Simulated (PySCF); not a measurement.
H$_{3}$NSeZn, singlet, geometry from GFN2-xTB (such geometries of metal compounds can be far from the true shape); CASSCF(6,6)/STO-3G run with PySCF.

The PySCF input:
```python
from pyscf import gto, scf, mcscf
import numpy

mol = gto.M(
    atom='''
Zn    0.047278    0.417119   -0.799862
N    -0.195318    2.087081   -1.522560
H    -0.936625    2.197537   -2.202374
H     0.611706    2.539170   -1.932698
Se   -0.002850   -0.873718    1.123212
H     0.370706   -2.153441    0.599645
''',
    basis='sto-3g',
    charge=0,
    spin=0,
    verbose=4,
)

mf = scf.RHF(mol)
mf.kernel()
mc = mcscf.CASSCF(mf, 6, 6)
mc.fix_spin_(ss=0.0)
mc.kernel()
occ = numpy.linalg.eigvalsh(mc.fcisolver.make_rdm1(mc.ci, mc.ncas, mc.nelecas))[::-1]
ss = mc.fcisolver.spin_square(mc.ci, mc.ncas, mc.nelecas)[0]
print('natural occupations', occ.round(4), ' <S^2>', round(ss, 4))
```

Q: Predict the main parts of the log of this PySCF run.

A: 
```
PySCF version 2.14.0

[INPUT] verbose = 4
[INPUT] num. atoms = 6
[INPUT] num. electrons = 74
[INPUT] charge = 0
[INPUT] spin (= nelec alpha-beta = 2S) = 0
[INPUT] symmetry False subgroup None
[INPUT] Mole.unit = angstrom
[INPUT] Symbol           X                Y                Z      unit          X                Y                Z       unit  Magmom
[...]
nuclear repulsion = 372.419258701168
number of shells = 22
number of NR pGTOs = 132
number of NR cGTOs = 44
basis = sto-3g
ecp = {}

******** <class 'pyscf.scf.hf.RHF'> ********
method = RHF
initial guess = minao
damping factor = 0
level_shift factor = 0
DIIS = <class 'pyscf.scf.diis.CDIIS'>
diis_start_cycle = 1
diis_space = 8
diis_damp = 0
SCF conv_tol = 1e-09
SCF conv_tol_grad = None
SCF max_cycles = 50
direct_scf = True
direct_scf_tol = 1e-13
Set gradient conv threshold to 3.16228e-05
Initial guess from minao.
init E= -4180.75190598084
[...]
cycle= 1 E= -4185.9245837825  delta_E= -5.17  |g|= 0.705  |ddm|= 2.97
[...]
cycle= 2 E= -4186.2497586374  delta_E= -0.325  |g|= 0.569  |ddm|= 2.38
[...]
cycle= 3 E= -4186.32586211218  delta_E= -0.0761  |g|= 0.149  |ddm|= 0.671
[...]
cycle= 4 E= -4186.34093503804  delta_E= -0.0151  |g|= 0.0688  |ddm|= 0.381
[...]
cycle= 5 E= -4186.34483257279  delta_E= -0.0039  |g|= 0.02  |ddm|= 0.242
[...]
cycle= 6 E= -4186.34546662837  delta_E= -0.000634  |g|= 0.008  |ddm|= 0.118
[...]
cycle= 7 E= -4186.34558047851  delta_E= -0.000114  |g|= 0.00504  |ddm|= 0.0495
[...]
cycle= 8 E= -4186.34563628983  delta_E= -5.58e-05  |g|= 0.00402  |ddm|= 0.0305
[...]
cycle= 9 E= -4186.34568706957  delta_E= -5.08e-05  |g|= 0.00328  |ddm|= 0.0225
[...]
cycle= 10 E= -4186.34576087367  delta_E= -7.38e-05  |g|= 0.00169  |ddm|= 0.0481
[...]
cycle= 11 E= -4186.34578083189  delta_E= -2e-05  |g|= 0.000406  |ddm|= 0.0362
[...]
cycle= 12 E= -4186.34578114322  delta_E= -3.11e-07  |g|= 0.000326  |ddm|= 0.00282
[...]
cycle= 13 E= -4186.34578126048  delta_E= -1.17e-07  |g|= 0.000307  |ddm|= 0.000581
[...]
cycle= 14 E= -4186.34578161953  delta_E= -3.59e-07  |g|= 0.000269  |ddm|= 0.00194
[...]
cycle= 15 E= -4186.34578235424  delta_E= -7.35e-07  |g|= 0.000168  |ddm|= 0.00531
[...]
cycle= 16 E= -4186.34578272254  delta_E= -3.68e-07  |g|= 4.59e-05  |ddm|= 0.00608
[...]
cycle= 17 E= -4186.34578273587  delta_E= -1.33e-08  |g|= 1.31e-05  |ddm|= 0.00122
[...]
cycle= 18 E= -4186.34578273616  delta_E= -2.88e-10  |g|= 2.6e-06  |ddm|= 0.000123
[...]
Extra cycle  E= -4186.34578273616  delta_E= -1.82e-12  |g|= 1.45e-06  |ddm|= 5.94e-06
converged SCF energy = -4186.34578273616

******** <class 'pyscf.mcscf.mc1step.CASSCF'> ********
CAS (3e+3e, 6o), ncore = 34, nvir = 4
max_cycle_macro = 50
max_cycle_micro = 4
conv_tol = 1e-07
conv_tol_grad = None
orbital rotation max_stepsize = 0.02
orbital rotation threshold for CI restart = 0.01
augmented hessian ah_max_cycle = 30
augmented hessian ah_conv_tol = 1e-12
augmented hessian ah_linear dependence = 1e-14
augmented hessian ah_level shift = 1e-08
augmented hessian ah_start_tol = 2.5
augmented hessian ah_start_cycle = 3
augmented hessian ah_grad_trust_region = 3
kf_trust_region = 3
kf_interval = 4
ci_response_space = 4
ci_grad_trust_region = 3
with_dep4 0
natorb = False
canonicalization = True
sorting_mo_energy = False
ao2mo_level = 2
internal_rotation = False
******** <class 'pyscf.fci.addons.SpinPenaltyFCISolver'> ********
max. cycles = 50
conv_tol = 1e-08
davidson only = True
linear dependence = 1e-12
level shift = 0.001
max iter space = 12
nroots = 1
pspace_size = 400
spin = None
CASCI E = -4186.40079156801  S^2 = 0.0000000
Set conv_tol_grad to 0.000316228
macro iter   1 ( 21 JK    4 micro), CASSCF E = -4186.42200902737  dE = -2.12174594e-02  S^2 = 0.0000000
               |grad[o]|=0.118  |grad[c]|=0.0669  |ddm|=0.126  |maxRot[o]|=0.256
macro iter   2 ( 21 JK    4 micro), CASSCF E = -4186.42542925135  dE = -3.42022397e-03  S^2 = 0.0000000
               |grad[o]|=0.0486  |grad[c]|=0.0245  |ddm|=0.0553  |maxRot[o]|=0.302
[...]
               |grad[o]|=0.00212  |grad[c]|=0.00559  |ddm|=0.000412  |maxRot[o]|=0.0634
macro iter  33 ( 21 JK    4 micro), CASSCF E = -4186.49466128367  dE = -3.83823699e-05  S^2 = 0.0000000
               |grad[o]|=0.00222  |grad[c]|=0.00332  |ddm|=0.000567  |maxRot[o]|=0.0675
macro iter  34 ( 21 JK    4 micro), CASSCF E = -4186.49465834375  dE =  2.93992707e-06  S^2 = 0.0000000
               |grad[o]|=0.00207  |grad[c]|=0.0051  |ddm|=0.000595  |maxRot[o]|=0.0283
macro iter  35 ( 23 JK    4 micro), CASSCF E = -4186.49469396374  dE = -3.56199944e-05  S^2 = 0.0000000
               |grad[o]|=0.00178  |grad[c]|=0.00163  |ddm|=0.000266  |maxRot[o]|=0.0392
macro iter  36 ( 21 JK    4 micro), CASSCF E = -4186.49472535368  dE = -3.13899372e-05  S^2 = 0.0000000
               |grad[o]|=0.0017  |grad[c]|=0.00203  |ddm|=0.000489  |maxRot[o]|=0.0357
macro iter  37 ( 21 JK    4 micro), CASSCF E = -4186.49468209666  dE =  4.32570223e-05  S^2 = 0.0000000
               |grad[o]|=0.00157  |grad[c]|=0.00465  |ddm|=0.000503  |maxRot[o]|=0.0716
macro iter  38 ( 21 JK    4 micro), CASSCF E = -4186.49471510836  dE = -3.30117064e-05  S^2 = 0.0000000
               |grad[o]|=0.00172  |grad[c]|=0.00244  |ddm|=0.000226  |maxRot[o]|=0.0335
macro iter  39 ( 21 JK    4 micro), CASSCF E = -4186.49473259706  dE = -1.74886973e-05  S^2 = 0.0000000
               |grad[o]|=0.00159  |grad[c]|=0.00172  |ddm|=0.00022  |maxRot[o]|=0.0386
macro iter  40 ( 21 JK    4 micro), CASSCF E = -4186.49464029079  dE =  9.23062698e-05  S^2 = 0.0000000
               |grad[o]|=0.00177  |grad[c]|=0.0128  |ddm|=0.000972  |maxRot[o]|=0.0962
macro iter  41 ( 21 JK    4 micro), CASSCF E = -4186.49467023905  dE = -2.99482581e-05  S^2 = 0.0000000
               |grad[o]|=0.00199  |grad[c]|=0.00148  |ddm|=0.000395  |maxRot[o]|=0.0341
macro iter  42 ( 21 JK    4 micro), CASSCF E = -4186.49470747652  dE = -3.72374680e-05  S^2 = 0.0000000
               |grad[o]|=0.00178  |grad[c]|=0.00152  |ddm|=0.000367  |maxRot[o]|=0.0512
macro iter  43 ( 21 JK    4 micro), CASSCF E = -4186.49461599205  dE =  9.14844622e-05  S^2 = 0.0000000
               |grad[o]|=0.00155  |grad[c]|=0.0109  |ddm|=0.000851  |maxRot[o]|=0.0851
macro iter  44 ( 21 JK    4 micro), CASSCF E = -4186.49463963997  dE = -2.36479191e-05  S^2 = 0.0000000
               |grad[o]|=0.00189  |grad[c]|=0.00128  |ddm|=0.000277  |maxRot[o]|=0.0324
macro iter  45 ( 21 JK    4 micro), CASSCF E = -4186.49464166105  dE = -2.02107822e-06  S^2 = 0.0000000
               |grad[o]|=0.00165  |grad[c]|=0.00174  |ddm|=0.000261  |maxRot[o]|=0.0529
macro iter  46 ( 21 JK    4 micro), CASSCF E = -4186.49460957553  dE =  3.20855206e-05  S^2 = 0.0000000
               |grad[o]|=0.00139  |grad[c]|=0.00397  |ddm|=0.000209  |maxRot[o]|=0.0529
macro iter  47 ( 21 JK    4 micro), CASSCF E = -4186.49463297057  dE = -2.33950423e-05  S^2 = 0.0000000
               |grad[o]|=0.00133  |grad[c]|=0.00155  |ddm|=0.000209  |maxRot[o]|=0.037
macro iter  48 ( 21 JK    4 micro), CASSCF E = -4186.49465547567  dE = -2.25050944e-05  S^2 = 0.0000000
               |grad[o]|=0.00113  |grad[c]|=0.00133  |ddm|=0.000186  |maxRot[o]|=0.0492
macro iter  49 ( 21 JK    4 micro), CASSCF E = -4186.49460319280  dE =  5.22828659e-05  S^2 = 0.0000000
               |grad[o]|=0.00101  |grad[c]|=0.0103  |ddm|=0.000424  |maxRot[o]|=0.0759
macro iter  50 ( 21 JK    4 micro), CASSCF E = -4186.49462762876  dE = -2.44359562e-05  S^2 = 0.0000000
               |grad[o]|=0.00159  |grad[c]|=0.00167  |ddm|=0.000211  |maxRot[o]|=0.0441
1-step CASSCF not converged,  50 macro (960 JK 190 micro) steps
CASSCF canonicalization
Density matrix diagonal elements [1.01525475 1.99963303 1.31469676 1.00023628 0.14753736 0.52264182]
CASSCF energy = -4186.49462762876
CASCI E = -4186.49462762876  E(CI) = -18.9637673899751  S^2 = 0.0000000
natural occupations [1.9998e+00 1.4617e+00 1.0007e+00 9.9950e-01 5.3800e-01 3.0000e-04]  <S^2> 0.0
```

Convergence was not reached.
